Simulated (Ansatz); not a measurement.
The lowest singlet and triplet of CClF (SMILES F[C]Cl); geometries from B3LYP-D3(BJ)/def2-TZVP, each state relaxed from the structure named, with no frequency check.
Singlet (charge 0, multiplicity 1):
| atom | x (Å) | y (Å) | z (Å) |
|---|---|---|---|
| F | -1.4791 | -0.2281 | 0.0000 |
| C | -0.5683 | 0.6961 | 0.0000 |
| Cl | 0.9836 | -0.1249 | 0.0000 |

A positive gap puts the triplet lower; no zero-point energy. R- takes a restricted singlet. U- takes an unrestricted singlet (broken symmetry where lower, unprojected). The triplet is unrestricted in single-reference levels. Active spaces average the two states.

Cores are frozen in the correlated methods.

The values were computed with Ansatz (a program for electronic structure) with Gaussian orbitals. Values without a source in brackets are computed.

```csv
level,"gap E(singlet) − E(triplet), vertical, at the singlet's geometry (kJ/mol)"
R-HF/cc-pV(T+d)Z,-75.9
U-HF/cc-pV(T+d)Z (spin-contaminated),-84.8
R-SVWN5/def2-TZVPP,-178.8
U-r2SCAN/def2-TZVPP,-142.3
R-BHLYP/def2-TZVPP,-150.3
U-MP2/cc-pV(D+d)Z (spin-contaminated),-142.3
U-SCS-MP2/cc-pV(D+d)Z (spin-contaminated),-149.4
U-CCSD/cc-pV(Q+d)Z (spin-contaminated),___
"FIC-MRCISD+Q on SA-CASSCF(2,2)/cc-pV(T+d)Z",___
```

Question: Fill in the missing entries.

Answer: 
- U-CCSD/cc-pV(Q+d)Z (spin-contaminated), gap E(singlet) − E(triplet), vertical, at the singlet's geometry (kJ/mol): -165.9
- FIC-MRCISD+Q on SA-CASSCF(2,2)/cc-pV(T+d)Z, gap E(singlet) − E(triplet), vertical, at the singlet's geometry (kJ/mol): -171.8

Doubts at one or more of the structures used: a restricted determinant that unrestricted orbitals would lower (R-HF/cc-pV(T+d)Z); T1 above 0.05 (U-CCSD/cc-pV(Q+d)Z (spin-contaminated)).
